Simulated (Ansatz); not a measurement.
Reaction (ligand exchange at the Si–F bond): `F[SiH2]O[SiH3]` + HBr → `[SiH3]O[SiH2]Br` + H–F

Calculated with Ansatz (gas phase, PBE0-D4/def2-TZVP geometries, no zero-point term in ΔE). CCSD(T)/CBS adds triple-zeta CCSD(T) − MP2 to the extrapolated MP2 energy (def2 sets, frozen cores). This one scheme is used for every species. Functionals use def2-TZVPP. For Br outer-core shells are correlated without core-valence functions, which leaves a few kJ/mol of doubt a bond. Scalar relativity is left out up to krypton. Each species was taken in one conformer, which may not be the lowest.

`F[SiH2]O[SiH3]`:

```xyz
9

F     0.685    1.252   -1.989
Si    0.015    1.461   -0.558
O     0.281    0.158    0.360
Si    0.008   -1.433    0.653
H     0.663    2.626    0.076
H    -1.435    1.650   -0.781
H     0.104   -1.655    2.115
H     1.027   -2.250   -0.050
H    -1.348   -1.809    0.175
```

HBr:

Cartesian coordinates in Å:
```
Br 0.706 0.072 0.031
H -0.706 -0.072 -0.031
```

`[SiH3]O[SiH2]Br`:

Z-matrix (Å, degrees):
```
Si
O 1 1.645
H 1 1.485 2 109.9
H 1 1.483 2 110.0 3 -120.8
H 1 1.482 2 107.3 3 119.5
Si 2 1.619 1 145.5 3 56.4
Br 6 2.221 2 110.2 1 29.0
H 6 1.477 2 109.1 1 147.2
H 6 1.479 2 110.5 1 -89.0
```

H–F:

Cartesian coordinates in Å:
```
F 0.071 0.441 -0.111
H -0.071 -0.441 0.111
```

CCSD(T)/CBS gives +45.9 kJ/mol.

Another level gave +58.3 kJ/mol. Which?
A. B97M-V/def2-TZVPP
B. CAM-B3LYP/def2-TZVPP
C. r2SCANh/def2-TZVPP
D. LDA (SPW92)/def2-TZVPP

A. B97M-V 58.3, r2SCANh 51.1, LDA (SPW92) 46.4, CAM-B3LYP 64.8 kJ/mol.

Largest T1 diagnostic among the species: 0.011.

At CCSD(T), def2-SVP lies +9.8 kJ/mol from the extrapolated value and def2-TZVPP +6.3 kJ/mol. In def2-TZVPP, CCSD(T) changes the Hartree–Fock value by −13.5 kJ/mol (the triples alone add −2.7 kJ/mol) and MP2 by −19.6 kJ/mol.
